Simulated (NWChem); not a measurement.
System: CH$_{4}$NO cation; SMILES NC=[OH+]

Input file for NWChem:

```
start job
memory heap 200 mb stack 900 mb global 1100 mb
charge 1
geometry units angstroms noautosym nocenter noautoz
  N      0.180380    -1.106426     0.000000
  C     -0.426284     0.039466     0.000000
  O      0.119315     1.192733     0.000000
  H      1.195959    -1.210116     0.000000
  H     -0.366836    -1.967207     0.000000
  H     -1.524038     0.058903     0.000000
  H      1.093322     1.218584     0.000000
end
basis spherical
  N library def2-tzvpd
  C library def2-tzvpd
  O library def2-tzvpd
  H library def2-tzvpd
end
dft
  xc b3lyp
  iterations 150
end
property
  response 1 0.0773
end
task dft property
```

Coordinates come from a PBE0/def2-SVP optimisation.

Field at 589 nm.

Q: Predict the main results of this run. (B3LYP/def2-TZVPD.) Quantities: isotropic polarisability (bohr³); anisotropy (bohr³).

A: 
```yaml
isotropic polarisability (bohr³): 23.2
anisotropy (bohr³): 13.0
```
